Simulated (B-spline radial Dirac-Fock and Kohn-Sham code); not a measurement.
Auger parameter of neodymium: the L3 level and its strongest L3-MM line

Method: Dirac-Fock ΔSCF + Breit + QED. Computed with a B-spline atomic structure program. The modified Auger parameter α′ is the binding energy plus the kinetic energy of the Auger electron; it does not depend on the energy zero. For free ions it tends to fall with charge, since less charge screens the final holes.

```
            species          configuration  binding 2p3/2 (eV)  Auger line  kinetic (eV)  α′ (eV)
                 Nd           [Xe] 4f4 6s2              6213.3    M4M5 J=4        4165.7  10379.0
                Nd⁺           [Xe] 4f4 6s1              6219.8    M4M5 J=4        4157.9  10377.7
                Nd⁺           [Xe] 4f3 6s2              6231.1    M4M5 J=4        4142.2  10373.2
               Nd²⁺               [Xe] 4f4              6227.4    M4M5 J=4        4149.2  10376.6
               Nd³⁺               [Xe] 4f3              6247.6    M4M5 J=4        4123.7  10371.3
               Nd³⁺           [Xe] 4f1 6s2              6275.2    M4M5 J=4        4087.4  10362.6
Nd³⁺ (Watson 1.6 Å)               [Xe] 4f3              6220.8    M4M5 J=4        4150.6  10371.4
Nd³⁺ (Watson 2.4 Å)               [Xe] 4f3              6229.6    M4M5 J=4        4141.7  10371.3
               Nd⁴⁺               [Xe] 4f2              6270.5    M4M5 J=4        4095.7  10366.2
  Nd⁴⁺ (Watson 2 Å)               [Xe] 4f2              6241.7    M4M5 J=4        4124.5  10366.2
Nd⁴⁺ (Watson 2.7 Å)               [Xe] 4f2              6249.1    M4M5 J=4        4117.0  10366.2
               Nd⁵⁺  [Kr] 4d10 4f2 5s2 5p5              6287.6    M4M5 J=4        4077.9  10365.6
               Nd⁶⁺  [Kr] 4d10 4f2 5s2 5p4              6305.6    M4M5 J=4        4059.4  10365.1
               Nd⁷⁺  [Kr] 4d10 4f2 5s2 5p3              6324.4    M4M5 J=4        4040.3  10364.7
```
